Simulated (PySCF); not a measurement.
**Nuclear quadrupole coupling in `CS[SiH2]S[Si@@H](F)[SiH3]`**

Species: CH9FS2Si3.
SMILES with atom numbers: `[CH3:1][S:2][SiH2:3][S:4][Si@@H:5]([F:6])[SiH3:7]` (hydrogens: H8, H9, H10 on C1; H11, H12 on Si3; H13 on Si5; H14, H15, H16 on Si7)

Geometry (GFN2-xTB, Å), atoms numbered from 1 in this order:
```
atom  x, y, z in Å
C1     3.824    0.215    0.104
S2     2.196    0.845    0.617
Si3    1.139    0.461   -1.196
S4    -0.888    1.107   -1.070
Si5   -1.870   -0.326    0.226
F6    -0.928   -0.537    1.521
Si7   -3.916    0.514    0.867
H8     4.492    0.350    0.948
H9     4.184    0.781   -0.749
H10    3.749   -0.839   -0.144
H11    1.185   -0.968   -1.478
H12    1.688    1.262   -2.275
H13   -1.695   -1.619   -0.425
H14   -4.739    0.828   -0.301
H15   -4.615   -0.514    1.643
H16   -3.814    1.714    1.700
```

Field gradients from the PBE0/pcSseg-1 density (PySCF, non-relativistic), principal values in atomic units, ordered |Vxx| ≤ |Vyy| ≤ |Vzz|:

| atom | Vxx | Vyy | Vzz |
| --- | --- | --- | --- |
| S2 | 0.2517 | 2.1793 | -2.4311 |
| S4 | 0.0681 | 1.4178 | -1.4859 |

Task: Find the asymmetry η = (Vxx − Vyy)/Vzz and the couplings χ = eQV/h (234.96 MHz × Q in barn × V in au), with Q(33S) = −0.0678 b.

Result: 
```tsv
atom	environment	nucleus	η	χzz (MHz)	χxx (MHz)	χyy (MHz)
S2	sulfur bonded to C and Si	33S	0.79	38.73	-4.01	-34.72
S4	sulfur bonded to 2 Si	33S	0.91	23.67	-1.08	-22.59
```

At S4 η is above 0.9: Vyy and Vzz are nearly equal in size and opposite in sign, so a small change could swap them and flip the sign of χzz. The tensor is traceless: Vxx + Vyy + Vzz = 0.

Task: What is Vzz at S2 in SI units (1 au = 9.71736 × 10²¹ V/m²)?

Result: -2.4311 au = -23.624 × 10²¹ V/m².

Task: What couplings would deuterons (Q(2H) = 0.00286 b) have in place of the hydrogens, at this geometry?

Result: 
| atom | bonded to | bond length (Å) | Vzz (au) | η | χzz (kHz) |
| --- | --- | --- | --- | --- | --- |
| H8 | C1 | 1.085 | 0.3177 | 0.04 | 214 |
| H9 | C1 | 1.085 | 0.3145 | 0.03 | 211 |
| H10 | C1 | 1.085 | 0.3143 | 0.03 | 211 |
| H11 | Si3 | 1.458 | 0.1646 | 0.03 | 111 |
| H12 | Si3 | 1.452 | 0.1685 | 0.03 | 113 |
| H13 | Si5 | 1.458 | 0.1627 | 0.01 | 109 |
| H14 | Si7 | 1.463 | 0.1635 | 0.01 | 110 |
| H15 | Si7 | 1.466 | 0.1611 | 0.01 | 108 |
| H16 | Si7 | 1.464 | 0.1623 | 0.01 | 109 |

One conformer (not necessarily the lowest) at the GFN2-xTB geometry, without solvent, vibrations or thermal averaging. GFN2-xTB bond lengths can be off by several hundredths of an ångström, more for odd bonds, and the gradients follow them. A larger basis could move these couplings by a tenth or more.

The run behind these numbers computed NMR shieldings as well. The run took 71 s wall (with the writing of density and orbital grids) on Intel Xeon Platinum 8259CL at 2.50 GHz, one thread, shared host, and the process peaked at 0.89 GiB of memory.
